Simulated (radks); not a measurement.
Question: The thallium ion Tl74+, [He] 2s2 2p3. All-electron calculation, non-relativistic Kohn-Sham, exchange-only PBE, spin-polarised, spherical densities, point nucleus. Program: a radial shooting solver on a logarithmic mesh with Libxc functionals. Every spin shell is full or empty, so the densities are truly spherical. Functionals are evaluated on that one density, not self-consistently. Rank these exchange functionals by their error against the exact value of the orbitals, and give that value: LDA, PBEsol, revPBE, RPBE, PW86, OPTX, WC, SOGGA, B86b, APBE, revTPSS, MS2, TASK.

Answer: Exact: -101.663 hartree. From best to worst, with 100 (|E| - |E exact|)/|E exact| (equal figures are ties): OPTX +0.02, PW86 +0.05, MS2 -0.11, RPBE -0.16, APBE +0.18, revPBE -0.32, B86b -0.34, revTPSS -0.58, WC -2.27, TASK -2.51, PBEsol -4.21, SOGGA -4.29, LDA -9.45.
